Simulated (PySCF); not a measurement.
A structure optimised at B3LYP-D3(BJ)/def2-SVP, used in a PySCF frequency run:

```
Y
Cl 1 2.4481
Cl 1 2.4481 2 120.00
Cl 1 2.4481 2 120.00 3 180.00
```

Question: Write its SMILES, formula and point group.

Answer: [Cl][Y]([Cl])[Cl], Cl3Y, D3h

Question: What are its rotational constants (standard atomic weights)?

Answer: 1.5859, 1.5859, 0.79293 GHz
